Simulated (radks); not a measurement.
Values are calculated unless marked as measured or tabulated.
Ionisation of Sc3+, [Ar], to Sc4+, [Ne] 3s2 3p5, under several functionals. Scalar-relativistic Kohn-Sham, spin-unpolarised, spherical densities, finite nucleus; a radial shooting solver on a logarithmic mesh with Libxc functionals.

functional,E(Sc3+) (hartree),Exc (hartree),IE (eV),-e(HOMO) (eV),<r> HOMO (bohr),IE error (eV)
SCAN,-762.74283,-38.40409,74.705,65.443,1.129,+1.216
HCTH/407,-762.80666,-38.51012,74.633,65.314,1.124,+1.143
TASK exchange with Perdew-Wang LDA correlation,-762.38060,-38.01854,75.283,66.061,1.128,+1.793
PBE,-762.41835,-38.07172,73.894,64.603,1.129,+0.405
RPBE,-762.59662,-38.25583,73.882,64.588,1.129,+0.392
"LDA (Slater exchange, VWN5 correlation)",-760.66801,-36.27612,73.929,64.645,1.129,+0.440

NIST Atomic Spectra Database: 73.489 eV (measured). Closest: RPBE. The Delta-SCF values span 1.40 eV, the total energies 2.14 hartree. The highest occupied level is 3p. Spin polarisation and multiplet splitting are left out, so open shells lie too high by an amount that depends on their filling.

Beside tabulated values, note that spin-unpolarised runs miss the spin-polarisation part of the exchange energy of open shells.
